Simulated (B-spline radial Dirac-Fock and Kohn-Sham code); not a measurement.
# S²⁻: non-radiative channels of the 2p1/2 vacancy

System: sulfur as S²⁻, [Ne] 3s2 3p6, inside a Watson sphere of charge +2 and radius 1.84 Å (a model of the Madelung potential; inside it an electron's potential energy is lowered by 15.7 eV).

Method: independent-particle rates on relativistic LDA orbitals of the hole state (multipoles up to L = 3, Coulomb Auger matrix elements, transition energies from Dirac-Fock). Computed with an atomic code on a B-spline grid. Kinetic energies are configuration averages from the vacuum level; the two-hole energies are estimated from single-hole states. In a light atom the jj labels are a bookkeeping device: LS coupling regroups the channels of one nl pair.

| transition | kinetic energy (eV) | width (meV) | share (%) |
| --- | --- | --- | --- |
| L2-M1M1 | 115.5 | 1.05 | 1.1 |
| L2-M1M2 | 130.5 | 24.2 | 25.2 |
| L2-M1M3 | 130.6 | 1.47 | 1.5 |
| L2-M2M2 | 142.4 | 14.6 | 15.2 |
| L2-M3M3 | 143.0 | 1.55 | 1.6 |
| L2-M2M3 | 143.1 | 53.3 | 55.4 |

The listed channels hold 100 % of the non-radiative rate. Summed by principal shells, of 0.0962 eV in all: LMM 100.0 %.
